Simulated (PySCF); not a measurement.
## J couplings in SMILES B[BH][BiH2], B2BiH5

Cartesian coordinates in Å; atom numbers follow the order of the lines, from 1:
```xyz
8

B     0.962    0.393    0.557
B     0.457   -1.076    0.163
Bi   -1.767   -0.278   -0.233
H     1.424    1.144   -0.273
H     0.816    0.811    1.687
H     0.676   -2.243   -0.007
H    -1.335   -0.181   -1.975
H    -1.179    1.412    0.030
```

Method: indirect couplings at PBE0/pcJ-1 (dyall-v2z on Bi), gas phase, Gaussian nuclear model, PBE0-D3(BJ)/def2-SVP geometry; PySCF integrals, density fitting.

Non-relativistic values:
```json
{"coupling": "1J(209Bi,11B)", "atoms": "Bi3 – B2", "J (Hz)": "-56.1"}
{"coupling": "1J(209Bi,1H)", "atoms": "Bi3 – H7/H8", "J (Hz)": "103.8"}
{"coupling": "2J(209Bi,11B)", "atoms": "Bi3 – B1", "J (Hz)": "16.8"}
{"coupling": "2J(209Bi,1H)", "atoms": "Bi3 – H6", "J (Hz)": "36.0"}
{"coupling": "3J(209Bi,1H)", "atoms": "Bi3 – H4/H5", "J (Hz)": "28.4"}
```

Problem. What do two-component X2C with spin–orbit coupling give?

Solution. 
```tsv
coupling	atoms	with spin–orbit (Hz)
1J(209Bi,11B)	Bi3 – B2	-257.5
1J(209Bi,1H)	Bi3 – H7/H8	-1079.6
2J(209Bi,11B)	Bi3 – B1	77.1
2J(209Bi,1H)	Bi3 – H6	144.4
3J(209Bi,1H)	Bi3 – H4/H5	70.5
```

The largest listed coupling, 1J(209Bi,1H), ends at -10.40 times its non-relativistic value. Equivalent partners are averaged, as under fast rotation. In the static structure 3J(209Bi,1H) spreads over 58.1, 82.9 Hz. Couplings to strongly quadrupolar nuclei (209Bi) are seldom resolved in solution.
